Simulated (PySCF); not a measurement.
NbCl4, SMILES [Nb]([Cl])([Cl])([Cl])[Cl] (connectivity only; charge and spin as stated), neutral, multiplicity 2. Atoms are numbered in the order given.

```xyz
5

Nb     0.0000     0.0000     0.0000
Cl     1.4063    -1.4063     1.1360
Cl    -1.4063     1.4063     1.1360
Cl     1.4063     1.4063    -1.1360
Cl    -1.4063    -1.4063    -1.1360
```
Charge 0, spin multiplicity 2.

Geometry: PBE-D3(BJ)/def2-SVP. The spin state was assumed, not searched. The isomer is the one that the SMILES or the coordinates give; other isomers of the formula were not compared. The def2 effective core potentials stand for the cores of Nb; spin–orbit coupling is left out.

Calculation: PySCF with CAM-B3LYP/def2-TZVP.

ESP charges are fitted to the potential on shells at 1.4 to 2.0 van der Waals radii. Atomic charges (e):

| atom | ESP fit | Mulliken | Löwdin | Mulliken spin |
|---|---|---|---|---|
| Nb1 | 0.50 | 1.25 | -0.39 | 0.92 |
| Cl2 | -0.12 | -0.31 | 0.10 | 0.02 |
| Cl3 | -0.12 | -0.31 | 0.10 | 0.02 |
| Cl4 | -0.12 | -0.31 | 0.10 | 0.02 |
| Cl5 | -0.12 | -0.31 | 0.10 | 0.02 |
